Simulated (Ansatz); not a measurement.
**Reading a saddle point**

A first-order saddle point of Si₂H₇ClO₃F₂, singlet, PBE0-D4/def2-TZVP, with one imaginary mode of 265i cm⁻¹:

Si1  (-1.218, -0.115, 0.412)
O2  (0.113, -0.169, -0.676)
Si3  (0.600, 0.893, -1.886)
F4  (-1.167, -1.759, 0.547)
F5  (-2.722, -0.141, -0.105)
Cl6  (-1.267, 2.099, 0.327)
H7  (0.762, -0.806, 1.681)
O8  (-0.547, -0.023, 1.974)
H9  (0.984, -0.839, 0.110)
O10  (1.434, -1.258, 1.035)
H11  (1.380, 2.017, -1.325)
H12  (1.493, 0.063, -2.735)
H13  (-0.573, 1.342, -2.659)
H14  (-0.471, 0.894, 2.259)
H15  (1.200, -2.198, 1.041)
(Å)

Ansatz 0.2.0; basis: def2-TZVPP and def2-QZVPP; cores frozen in the correlated methods. Extrapolation: Hartree–Fock as exp(−7.88 √X), correlation as X^−2.97.

Problem. Which contacts change along the imaginary mode, and what lies on either side? (Judge from chemistry; the calculation decides.)

Solution. By the calculation: The step is Si₂H₃ClOF₂ ([F][Si]([F])([Cl])[O][SiH3]) + H₂O + H₂O → SiHClOF₂ ([OH][Si]([F])([F])[Cl]) + SiH₄O ([OH][SiH3]) + H₂O, with the molecules in contact on both sides. Shortening one way: Si1–O8, O2–H9, H7–O10; lengthening the same way: H7–O8, H9–O10.
| pair | one side (Å) | saddle (Å) | other side (Å) |
| --- | --- | --- | --- |
| Si1–O8 | 2.01 | 1.70 | 1.63 |
| O2–H9 | 2.05 | 1.35 | 1.03 |
| H7–O10 | 1.64 | 1.04 | 0.96 |
| H7–O8 | 1.00 | 1.55 | 4.88 |
| H9–O10 | 0.97 | 1.11 | 1.51 |

Problem. Which side is lower, and how far does the saddle lie above each? (Judge from chemistry; the value comes from the calculation.)

Solution. Computed: The side with H7–O8, H9–O10 short is lower by 7.37 kcal/mol; the saddle lies 15.56 kcal/mol above it and 8.19 kcal/mol above the other (CCSD(T) at an estimated basis limit (MP2 extrapolated from triple and quadruple zeta, plus CCSD(T) − MP2 in triple zeta); electronic energies).

T1 diagnostic: at most 0.012.

Labels in which every atom is bracketed show which atoms are joined, not bond orders.

For scale, one of the runs: CCSD(T)/def2-TZVPP, 379 basis functions, launched by `ansatz run in.yaml --threads 4 --pin off --events-out ev --progress --plain --max-ram 66560MiB --backend cuda --devices 0, --max-vram 37GiB`. Time: 31 s of wall clock on 4 CPU threads of an AMD EPYC 7R13 and a share of one NVIDIA H100; the host was shared. Peak host memory: 0.92 GiB.
